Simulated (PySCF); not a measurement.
Orbital picture of SrTl

HSE06 at R = 3.473 Å; PySCF, scalar-relativistic core potentials, basis sets Sr def2-SVPD with ECP28, Tl def2-SVPD with ECP60. State: ²Π (doublet), unpaired electrons π ↑. Only the outer orbitals are listed, counted within each symmetry, core potentials removing the inner ones.

| spin | orbital | occ. | ε (eV) | on Sr (%) | main shells (%) |
| --- | --- | --- | --- | --- | --- |
| α | 5σ | 1 | -16.85 | 0 | 100 Tl d |
| α | 3π | 1 | -16.82 | 0 | 100 Tl d |
| α | 1δ | 1 | -16.73 | 0 | 100 Tl d |
| α | 3π | 1 | -16.64 | 0 | 100 Tl d |
| α | 1δ | 1 | -16.63 | 0 | 100 Tl d |
| α | 6σ | 1 | -10.04 | 3 | 97 Tl s |
| α | 7σ | 1 | -3.97 | 67 | 66 Sr s, 31 Tl p |
| α | 4π | 1 | -3.05 | 23 | 76 Tl p, 14 Sr d, 10 Sr p |
| α | 4π | 0 | -2.37 | 30 | 69 Tl p, 16 Sr d, 14 Sr p |
| α | 8σ | 0 | -2.18 | 58 | 38 Tl p, 26 Sr s, 20 Sr p |
| α | 9σ | 0 | -1.06 | 98 | 52 Sr d, 46 Sr p |
| β | 5σ | 1 | -16.81 | 0 | 100 Tl d |
| β | 3π | 1 | -16.79 | 0 | 100 Tl d |
| β | 1δ | 1 | -16.63 | 0 | 100 Tl d |
| β | 3π | 1 | -16.52 | 0 | 100 Tl d |
| β | 1δ | 1 | -16.51 | 0 | 100 Tl d |
| β | 6σ | 1 | -9.42 | 4 | 96 Tl s |
| β | 7σ | 1 | -3.83 | 86 | 84 Sr s, 13 Tl p |
| β | 4π | 0 | -2.10 | 37 | 63 Tl p, 20 Sr p, 16 Sr d |
| β | 8σ | 0 | -1.95 | 44 | 50 Tl p, 26 Sr p, 12 Sr d |
| β | 4π | 0 | -1.67 | 46 | 55 Tl p, 29 Sr p, 17 Sr d |

Which are the highest filled and the lowest empty level, where do they sit, and how wide is the gap?

Highest filled α 4π at -3.05 eV (in %: 76 Tl p, 14 Sr d, 10 Sr p); lowest empty α 4π at -2.37 eV (in %: 69 Tl p, 16 Sr d, 14 Sr p); the gap at HSE06 is 0.68 eV. Both belong to one degenerate shell, split only by its one-sided filling, so this is no excitation gap.

```json
{"bond order (Mayer)": "1.04", "⟨S²⟩": "0.829", "charge on Sr (Mulliken, basis-dependent)": "0.17", "charge on Sr (Löwdin, basis-dependent)": "0.14", "dipole moment (positive dipole means Sr(−)Tl(+))": "-2.31 D"}
```

Spin–orbit coupling is left out, which matters for elements this heavy, above all for dissociation energies. The state is the lowest determinant that a PBE0 search found; another state may lie lower at other levels.
